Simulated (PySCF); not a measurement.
TiH₃, SMILES [TiH3] (connectivity only; charge and spin as stated), neutral, multiplicity 2. Atoms are numbered in the order given.

```xyz
4

Ti     0.0000     0.0000     0.0000
H      1.7318     0.0000     0.0000
H     -0.8659     1.4998     0.0000
H     -0.8659    -1.4998     0.0000
```
Charge 0, spin multiplicity 2.

Geometry: PBE0-D3(BJ)/def2-TZVPD. A frequency run showed that this geometry is not a minimum. The spin state was assumed, not searched.

Method: CAM-B3LYP/def2-TZVPD (PySCF).

Mulliken values depend strongly on the basis, most of all with diffuse functions as here. ESP charges are fitted to the potential on shells at 1.4 to 2.0 van der Waals radii. Atomic charges (e):

```tsv
atom	ESP fit	meta-Löwdin	Mulliken	Mulliken spin
Ti1	[?]	1.02	0.07	1.17
H2	[?]	-0.34	-0.02	-0.06
H3	[?]	-0.34	-0.02	-0.06
H4	[?]	-0.34	-0.02	-0.06
```

Fill in the missing entries. (The exact figures need the calculation; the answer reports its results.)


- Ti1, ESP fit: 0.90
- H2, ESP fit: -0.30
- H3, ESP fit: -0.30
- H4, ESP fit: -0.30
